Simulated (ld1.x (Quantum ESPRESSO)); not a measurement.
**An all-electron radial function and its pseudo partner (magnesium)**

Columns: radius, all-electron u(r) and pseudo u(r) of the 2p shell (level -55.70 eV) of magnesium in the configuration [He] 2s2 2p6 3s1 3p0; PBE, non-relativistic, TM scheme, ld1.x (Quantum ESPRESSO) 7.5.

| r (bohr) | all-electron | pseudo |
| --- | --- | --- |
| 0.060 | 0.1347 | 0.0427 |
| 0.120 | 0.3876 | 0.1645 |
| 0.180 | 0.6384 | 0.3478 |
| 0.240 | 0.8432 | 0.5662 |
| 0.300 | 0.9921 | 0.7888 |
| 0.360 | 1.0880 | 0.9861 |
| 0.420 | 1.1384 | 1.1353 |
| 0.480 | 1.1529 | 1.2247 |
| 0.540 | 1.1403 | 1.2539 |
| 0.600 | 1.1082 | 1.2325 |
| 0.660 | 1.0627 | 1.1746 |
| 0.720 | 1.0085 | 1.0959 |
| 0.780 | 0.9493 | 1.0092 |
| 0.840 | 0.8877 | 0.9235 |
| 0.900 | 0.8255 | 0.8438 |
| 0.960 | 0.7643 | 0.7719 |
| 1.020 | 0.7050 | 0.7073 |
| 1.080 | 0.6482 | 0.6486 |
| 1.140 | 0.5944 | 0.5944 |
| 1.200 | 0.5438 | 0.5438 |
| 1.260 | 0.4965 | 0.4965 |
| 1.320 | 0.4525 | 0.4525 |
| 1.380 | 0.4118 | 0.4118 |
| 1.440 | 0.3742 | 0.3742 |
| 1.500 | 0.3397 | 0.3397 |
| 1.560 | 0.3080 | 0.3080 |

(1) How many radial nodes do the two functions have?

(2) At about which radius was the pseudo-wave matched?

(3) Where does each function peak?

(4) Is the pseudo-wave norm-conserving?

Results:

(1) The all-electron 2p function has n − l − 1 = 0; the pseudo-wave has 0.

(2) 1.20 bohr. The columns agree to 0.0005 from 1.08 bohr on; several derivatives are matched, so the curves merge somewhat inside the radius.

(3) Outermost all-electron maximum near 0.48 bohr, pseudo maximum near 0.54 bohr (to the table’s step).

(4) Yes: the TM scheme keeps the norm inside the radius equal to the all-electron one, which fixes the energy derivative of the logarithmic derivative at the level.
